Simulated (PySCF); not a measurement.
**Indium: a sound run and one with changed settings**

Sound run: In [Kr] 4d10 5s2 5p1, In⁺ [Kr] 4d10 5s2. Calculation: PySCF 2.14, in def2-SVP with the def2 core potential (28 electrons); a scalar-relativistic core potential. In the sound run the correlated levels freeze 4s2 4p6 4d10 outside the core potential. The sound run starts from symmetry-adapted Hartree-Fock orbitals and uses a fine grid where one is needed.

Changed run: a valence shell is frozen. This setting is unsound on purpose.

Ionisation energy of In:

```
 method  sound run (eV)  changed run (eV)
    UHF           5.199             5.199
    MP2           5.326             5.199
SCS-MP2           5.309             5.199
   CCSD           5.380             5.199
CCSD(T)           5.391             5.199
  CCSDT             n/a             5.199
    FCI             n/a             5.199
```

Freezing a valence shell removes pair correlation that changes on ionisation.

For comparison, NIST gives 5.786 eV between the lowest levels.
